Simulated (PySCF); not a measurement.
Method: GIAO PBE0/pcSseg-1 shieldings, geometry: GFN2-xTB, in PySCF 2.14.0 with density-fitted response routines (non-relativistic, a single conformation, equivalent nuclei averaged, gas phase).

Scale: $^{1}$H, $^{13}$C vs TMS (reference shieldings calculated alike). Shifts are as computed. Against solution values, carbons near 30 ppm lie about +3 ppm off and those near 130 ppm about +5 ppm; carbons on Cl a further +6 ppm. Of 1211 compounds with measured shifts, 218 miss one by over three times the rms of a fit or turn the order of signals round; such compounds aren't used in these exercises. Carbons bonded to Cl come out too deshielded. OH and NH positions are gas-phase values without hydrogen bonding to other molecules.

Problem. Order these molecules by the shift of their most shielded carbon, lowest δ first.
A. CO[SiH2]/C=C(/[SiH2]Cl)C(Cl)Cl
B. C=P/C=C\C
C. CC(=O)O[Si@H](N)OC(C)C

Solution. B (20.7 ppm, allylic methyl carbon), C (24.9 ppm, methyl carbon α to a carbonyl), A (54.4 ppm, methyl carbon bonded to O).

Problem. Order these molecules by the shift of their most deshielded carbon-bound hydrogen, lowest δ first.
A. COc1ccc(OC)c(Cl)c1
B. CC(=O)O[Si@H](N)OC(C)C
C. C=P/C=C\C

Solution. B (4.43 ppm, hydrogen on an sp3 CH bonded to O), A (7.02 ppm, hydrogen on an aromatic CH), C (8.14 ppm, hydrogen on a carbon double-bonded to a heavier main-group atom).

Problem. How many $^{13}$C and $^{1}$H signals does each give (equivalence by symmetry and fast rotation, but not about amide C–N or C=N bonds)? `CC(=O)O[Si@H](N)OC(C)C`, `COc1ccc(OC)c(Cl)c1`, `C=P/C=C\C`, `CO[SiH2]/C=C(/[SiH2]Cl)C(Cl)Cl`

Solution. CC(=O)O[Si@H](N)OC(C)C: 5 C, 6 H; COc1ccc(OC)c(Cl)c1: 8 C, 5 H; C=P/C=C\C: 4 C, 5 H; CO[SiH2]/C=C(/[SiH2]Cl)C(Cl)Cl: 4 C, 5 H.
